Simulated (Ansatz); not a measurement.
`[SiH3][SiH2][GeH3]` + H₂S → `S[SiH2][GeH3]` + SiH₄ at 298.15 K and 1 bar (cleavage of the Si–Si bond).

Gas-phase electronic energies from Ansatz, PBE0-D4/def2-TZVP geometries. CCSD(T)/CBS is the MP2 limit (def2-TZVPP, def2-QZVPP) plus CCSD(T) − MP2 in def2-TZVPP, frozen cores. This one scheme is used for every species. For Ge outer-core shells are correlated without core-valence functions, which leaves a few kJ/mol of doubt a bond. Scalar relativity is left out up to krypton. Each species was taken in one conformer, which may not be the lowest.

| species | CCSD(T)/CBS energy (Eh) | H − E (kJ/mol) | S (J/(mol·K)) |
| --- | --- | --- | --- |
| `[SiH3][SiH2][GeH3]` | -2659.06477 | 193.0 | 366.2 |
| H₂S | -398.97279 | 49.9 | 205.7 |
| `S[SiH2][GeH3]` | -2766.59259 | 151.4 | 348.1 |
| SiH₄ | -291.46306 | 92.1 | 204.8 |

H − E and S are ideal-gas, rigid-rotor, harmonic terms from PBE0-D4/def2-TZVP, for one conformer and one mirror image of each species. 1 Eh = 2625.50 kJ/mol, R = 8.31446 J/(mol·K).

Task: By hand: ΔE, ΔH, ΔS and ΔG.

Result: ΔE = (-2766.59259) + (-291.46306) − (-2659.06477) − (-398.97279) = -0.01809 Eh = -47.5 kJ/mol. Δ(H − E) = 151.4 + 92.1 − 193.0 − 49.9 = 0.6, so ΔH = -46.9 kJ/mol. ΔS = 348.1 + 204.8 − 366.2 − 205.7 = -19.0 J/(mol·K). ΔG = -46.9 − 298.15 × (-19.0)/1000 = -41.2 kJ/mol.

Task: By hand: the equilibrium constant, and the temperature at which ΔG would vanish if ΔH and ΔS stayed fixed.

Result: log₁₀ K = −ΔG/(RT ln 10) = 7.2. ΔG = 0 at ΔH/ΔS = 2468 K, though so small a ΔS makes that figure unsure.

ΔH outweighs TΔS. A doubt of 5 kJ/mol in ΔE shifts log₁₀ K by 0.9 here. Other conformers and mirror images would add mixing entropy, several J/(mol·K) or more a flexible species. These are equilibria of isolated gas molecules and say nothing of rates. Largest T1 diagnostic: 0.013 (customary marks: 0.02 for closed shells, 0.045 for open ones).
